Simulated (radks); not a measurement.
Results of a calculation; reference values are marked as such.
Numerical settings for the thulium ion Tm27+, [Kr] 4d6. Level of theory: Dirac Kohn-Sham, PBE, spin-unpolarised, spherical densities, finite nucleus; open shells are shared between the two j in proportion to 2j + 1; Fermi nuclear charge, rms radius 5.2256 fm (a radial shooting solver on a logarithmic mesh with Libxc functionals). The defaults (mesh step 0.008 in ln r, mesh end at 40 bohr or more with all orbitals vanishing there, Anderson mixing 0.5 over 9 steps, residual threshold near 1e-9 with the energy settled to 1e-9 hartree or 1e-11 of itself, here a cap of 95 iterations) give E = -13235.5791 hartree and 4d5/2 at -982.61 eV in 14 iterations. Times are rough (one thread of a shared host). Changes against that run (0 stands for a change within the tolerance of the run):

[
 {"setting": "mesh step in ln r 0.02", "iterations": "14", "converged": "yes", "E (mhartree)": "0", "e(4d5/2) (meV)": "0", "CPU (s)": "0.04"},
 {"setting": "mesh step in ln r 0.012", "iterations": "14", "converged": "yes", "E (mhartree)": "0", "e(4d5/2) (meV)": "0", "CPU (s)": "0.06"},
 {"setting": "mesh step in ln r 0.003", "iterations": "14", "converged": "yes", "E (mhartree)": "0", "e(4d5/2) (meV)": "0", "CPU (s)": "0.23"},
 {"setting": "mesh end (bohr) 5", "iterations": "14", "converged": "yes", "E (mhartree)": "0", "e(4d5/2) (meV)": "0", "CPU (s)": "0.09"},
 {"setting": "mesh end (bohr) 8", "iterations": "14", "converged": "yes", "E (mhartree)": "0", "e(4d5/2) (meV)": "0", "CPU (s)": "0.09"},
 {"setting": "residual threshold 0.1", "iterations": "8", "converged": "yes", "E (mhartree)": "0", "e(4d5/2) (meV)": "-6.22", "CPU (s)": "0.07"},
 {"setting": "residual threshold 1e-05", "iterations": "9", "converged": "yes", "E (mhartree)": "0", "e(4d5/2) (meV)": "+0.086", "CPU (s)": "0.07"},
 {"setting": "mixing 0.01", "iterations": "22", "converged": "yes", "E (mhartree)": "0", "e(4d5/2) (meV)": "0", "CPU (s)": "0.13"},
 {"setting": "linear mixing, mixing 0.8", "iterations": "15", "converged": "yes", "E (mhartree)": "0", "e(4d5/2) (meV)": "0", "CPU (s)": "0.09"},
 {"setting": "linear mixing, mixing 0.2", "iterations": "91", "converged": "yes", "E (mhartree)": "0", "e(4d5/2) (meV)": "0", "CPU (s)": "0.44"},
 {"setting": "mixing history 2", "iterations": "17", "converged": "yes", "E (mhartree)": "0", "e(4d5/2) (meV)": "0", "CPU (s)": "0.1"},
 {"setting": "iteration cap 8", "iterations": "8", "converged": "no", "E (mhartree)": "0", "e(4d5/2) (meV)": "+0.086", "CPU (s)": "0.06"}
]

No run marked as converged misses the energy by more than 1 mhartree. A mesh that ends early acts as a hard wall.
